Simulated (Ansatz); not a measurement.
`[Cl][Zr]([Cl])([Cl])[Br]` + H₂O → `[OH][Zr]([Cl])([Cl])[Cl]` + HBr at 298.15 K and 1 bar (formal hydrolysis of a Zr–Br bond).

Computed with Ansatz on PBE0-D4/def2-TZVP structures; ΔE is electronic, products minus reactants. CCSD(T)/CBS adds triple-zeta CCSD(T) − MP2 to the extrapolated MP2 energy (def2 sets, frozen cores). This one scheme is used for every species. def2 core potentials past Kr. For Br, Zr outer-core shells are correlated without core-valence functions, which leaves a few kJ/mol of doubt a bond. Scalar relativity is left out up to krypton. One conformer a species, not always the lowest.

```tsv
species	CCSD(T)/CBS energy (Eh)	H − E (kJ/mol)	S (J/(mol·K))
`[Cl][Zr]([Cl])([Cl])[Br]`	-3999.95269	35.2	391.6
H₂O	-76.37941	66.4	188.7
`[OH][Zr]([Cl])([Cl])[Cl]`	-1502.40323	66.5	383.7
HBr	-2573.91920	24.6	198.6
```

H − E and S are ideal-gas, rigid-rotor, harmonic terms from PBE0-D4/def2-TZVP, for one conformer and one mirror image of each species. 1 Eh = 2625.50 kJ/mol, R = 8.31446 J/(mol·K).

Q: By hand: ΔE, ΔH, ΔS and ΔG.

A: ΔE = (-1502.40323) + (-2573.91920) − (-3999.95269) − (-76.37941) = 0.00967 Eh = 25.4 kJ/mol. Δ(H − E) = 66.5 + 24.6 − 35.2 − 66.4 = -10.5, so ΔH = 14.9 kJ/mol. ΔS = 383.7 + 198.6 − 391.6 − 188.7 = 2.0 J/(mol·K). ΔG = 14.9 − 298.15 × (2.0)/1000 = 14.3 kJ/mol.

Q: By hand: the equilibrium constant, and the temperature at which ΔG would vanish if ΔH and ΔS stayed fixed.

A: log₁₀ K = −ΔG/(RT ln 10) = -2.5. ΔG = 0 at ΔH/ΔS = 7450 K, far beyond where these terms or the molecules hold.

The number of gas molecules stays the same, so ΔS is small and ΔH decides. A doubt of 5 kJ/mol in ΔE shifts log₁₀ K by 0.9 here. Other conformers and mirror images would add mixing entropy, several J/(mol·K) or more a flexible species. These are equilibria of isolated gas molecules and say nothing of rates. Largest T1 diagnostic: 0.016 (customary marks: 0.02 for closed shells, 0.045 for open ones).
